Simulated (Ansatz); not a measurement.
System: C₃H₁₀O₂Si, net charge 0, singlet state. 
Coordinates optimised at B3LYP-D3(BJ)/def2-TZVP (Ansatz, an electronic-structure program):
SMILES: O([SiH2]CCO)C
```xyz
16

C      3.2394    -0.3270    -0.0872
O      1.8970    -0.1228    -0.4929
Si     0.6174    -0.1495     0.5441
C     -0.9148     0.1704    -0.4770
C     -2.2053     0.1823     0.3187
O     -3.2848     0.4357    -0.5812
H      3.5571     0.4325     0.6347
H      3.3733    -1.3162     0.3628
H      3.8752    -0.2566    -0.9695
H      0.5426    -1.4675     1.2321
H      0.7902     0.8872     1.5983
H     -0.7949     1.1302    -0.9876
H     -0.9763    -0.5951    -1.2559
H     -2.1670     0.9589     1.0931
H     -2.3500    -0.7819     0.8224
H     -4.1083     0.4447    -0.0820
```
Charge 0, spin multiplicity 1.

Computed values are from Ansatz. Correlated levels leave the core frozen unless marked. UHF or UKS for open shells. No spin-orbit coupling. Non-relativistic. CBS(X,Y): correlation extrapolated as X^-3; Hartree-Fock from the larger set.

What is the dipole moment at CCSD(T)/aug-cc-pV(D+d)Z?

1.78 D.

What is the T1 diagnostic at CCSD/cc-pV(Q+d)Z?

0.010.

What is the total energy at CCSD(T)/CBS(cc-pV(T+d)Z,cc-pV(Q+d)Z)?

-559.6097 Eh.

What is the atomisation energy De at CCSD(T)/CBS(cc-pV(T+d)Z,cc-pV(Q+d)Z)?

1439.8 kcal/mol.
